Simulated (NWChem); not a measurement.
**Correlation energy of hydrogen telluride (H2Te)**

```xyz
3

Te     0.0000     0.0000     0.0441
H     -1.1845     0.0000    -1.1474
H      1.1845     0.0000    -1.1474
```
Charge 0, spin multiplicity 1.

Everything below was run with NWChem. The geometry was optimised at PBE/def2-SVP with def2 effective core potentials on Te, a minimum by its harmonic frequencies.

Basis set: def2-SVP. Each correlation energy counts from its own Hartree-Fock reference.

Effective core potentials replace the inner electrons of Te; spin-orbit coupling is left out. The correlated methods keep 4 core orbitals frozen. No row is a measurement; the coupled-cluster row has its own basis-set and correlation limits.

**Question.** For the correlation energy, CCSD+T(CCSD) gives -155.4 mHa and CCSD gives -151.9 mHa. What do MP2, CR-CCSD(T), SCS-MP2 give?

**Answer.** MP2: -131.3 mHa; CR-CCSD(T): -154.8 mHa; SCS-MP2: -131.5 mHa.
